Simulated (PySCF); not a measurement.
**Assignment exercise: C3H12P2Si**

Bonds (- single, = double, # triple, : aromatic): C1-C2, C2-C3, C2-Si4, Si4-P5, Si4-P6. C1 carries H7, H8, H9; C2 carries H10; C3 carries H11, H12, H13; Si4 carries H14; P5 carries H15, H16; P6 carries H17, H18.

How the numbers were obtained: σ from GIAO-PBE0/pcSseg-1, GFN2-xTB structure, in PySCF 2.14 (fast rotation and ring inversion assumed for equivalent nuclei, one computed conformer, non-relativistic Hamiltonian, isolated molecule).

δ = σ(ref) − σ, references computed at the same level: ¹³C, ¹H against TMS.

Task: Assign these signals to the numbered atoms. ¹³C{¹H} NMR (computed): δ 20.3, 19.9.

Result: 
20.3 → C2, sp3 CH bonded to Si
19.9 → C1/C3, methyl carbon: aliphatic region, no heteroatom directly attached

C2 and C1/C3 lie closer than the usual error of such a calculation, so a measured spectrum could show them in the other order.

Task: Assign these signals to the numbered atoms. ¹H NMR (400 MHz, computed): δ 4.89 (m, 1H), 1.08 (m, 6H), 1.01 (m, 4H), 0.99 (m, 1H).

Result: 
4.89 → H14, hydrogen on a silicon bonded to C, 2 P
1.08 → H7/H8/H9/H11/H12/H13, hydrogen on a methyl carbon
1.01 → H15/H16/H17/H18, hydrogen on a phosphorus bonded to Si
0.99 → H10, hydrogen on an sp3 CH bonded to Si

H7/H8/H9/H11/H12/H13 and H15/H16/H17/H18; H15/H16/H17/H18 and H10 lie closer than the usual error of such a calculation, so a measured spectrum could show them in the other order.

Splittings by ³¹P in the carbon and heteronuclear signals aren't shown, as no couplings were computed. Shifts are as computed. Against solution values, carbons near 30 ppm lie about +3 ppm off and those near 130 ppm about +5 ppm. Of 1211 compounds with measured shifts, 218 miss one by over three times the rms of a fit or turn the order of signals round; such compounds aren't used in these exercises. No couplings were computed; multiplicities are counted from neighbouring protons, with m where these are inequivalent, close in shift, in a saturated or five-membered ring or joined by F or P, and br s for small geminal =CH2 splittings.
